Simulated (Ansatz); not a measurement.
A made-up structure of AlSiH$_{3}$Se, closed shell:

Al1  (-0.780, 0.029, -0.496)
Si2  (1.039, 0.434, 0.316)
Se3  (-0.009, -1.496, 1.084)
H4  (-0.506, -0.541, -2.005)
H5  (-1.844, 1.063, 0.194)
H6  (2.100, 0.510, 0.907)
(Å)

It is relaxed with PBE-D4/def2-SVP and then PBE0-D4/def2-TZVP (Ansatz 0.2.0). Atoms count as bonded within 1.22 times the sum of their covalent radii (H–H: 0.88 Å). The end point is not checked to be a true minimum.

Task: Does its bonding change? (Judge from chemistry; the calculation decides.)

Result: Computed: No: no bond forms or breaks.

Where it ends: The first stage lowers the energy by 2.55 eV in 9 steps. It ends as AlSiH₃Se ([AlH2]1[SiH][Se]1):
```xyz
6
angstrom
Al -0.9667 0.0264 -0.6078
Si 1.2394 0.4018 0.4616
Se 0.1389 -1.3844 1.0941
H -0.8566 -0.4992 -2.0944
H -2.0964 0.9855 -0.0583
H 2.5415 0.4699 1.2048
```

Labels in which every atom is bracketed show which atoms are joined, not bond orders.

For scale, one of the runs: PBE0-D4/def2-TZVP relaxation, 140 basis functions, launched by `ansatz run in.yaml --threads 2 --pin off --events-out ev --progress --plain --max-ram 4352MiB`. Hardware: 2 CPU threads of an Arm Neoverse V1, shared host. Wall time about 21 s.
